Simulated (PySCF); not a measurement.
**Radial density of I²⁺ (iodine, charge +2)**

B3LYP, [Kr] 4d10 5s2 5p2 5d1, one real determinant (an excited configuration). Computed with PySCF 2.14 in aug-cc-pV5Z-PP with ECP28MDF (8s8p6d4f3g2h, 139 functions), with a scalar-relativistic core potential. This is the valence pseudo-density: the core potential removes the inner electrons and smooths the orbitals near the nucleus.

```
r (bohr)  4πr²ρ (e/bohr)  4πr²(ρα − ρβ)
 0.00218       1.754e-05         0.0000
 0.00367       4.642e-05         0.0000
 0.00618       0.0001152         0.0000
  0.0104       0.0002664         0.0000
  0.0175       0.0005399         0.0000
  0.0294       0.0009248         0.0000
  0.0495        0.001422         0.0000
  0.0832        0.003758         0.0001
   0.140         0.02846         0.0006
   0.235          0.3778         0.0075
   0.396           5.955         0.1212
   0.666           26.79         0.3305
    1.12           12.70         0.1216
    1.88           3.527         1.4757
    3.17          0.8570         0.7011
    5.33         0.06689         0.0663
    8.97       0.0004974         0.0005
```

⟨L²⟩ = 7.80 against 12 for a pure F term, so this real determinant mixes terms. Energies and moments cover only the electrons outside the core potential. The outer electron is Rydberg-like, and this basis confines it to a smaller radius and binds it less than a complete one would.
